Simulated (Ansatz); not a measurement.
Basis-set series for `[F][Ga]([F])[N]([SiH3])[SiH3]`. Charge 0, multiplicity 1. The geometry is a stationary point of PBE0-D4/def2-TZVP. It is one conformer, not always the lowest.

| functional | basis | functions | energy (Eh) | HOMO (eV) | LUMO (eV) |
| --- | --- | --- | --- | --- | --- |
| PBE0-D4 | def2-TZVPP | 309 | -2761.41522 | -8.27 | -1.65 |
| PBE0-D4 | def2-QZVPP | 580 | -2761.49485 | -8.30 | -1.73 |
| ωB97M-V | def2-TZVPP | 309 | -2761.94372 | -10.52 | 0.18 |
| ωB97M-V | def2-QZVPP | 580 | -2762.01893 | -10.54 | -0.02 |

Give the rows for def2-SVP. (Best estimate.)

Ansatz gave: 
```json
{"functional": "PBE0-D4", "basis": "def2-SVP", "functions": "140", "energy (Eh)": "-2760.64287", "HOMO (eV)": "-8.18", "LUMO (eV)": "-1.50"}
{"functional": "ωB97M-V", "basis": "def2-SVP", "functions": "140", "energy (Eh)": "-2761.16385", "HOMO (eV)": "-10.39", "LUMO (eV)": "0.40"}
```

Positive LUMOs are unbound and depend on the basis. Scalar relativity is left out up to krypton.
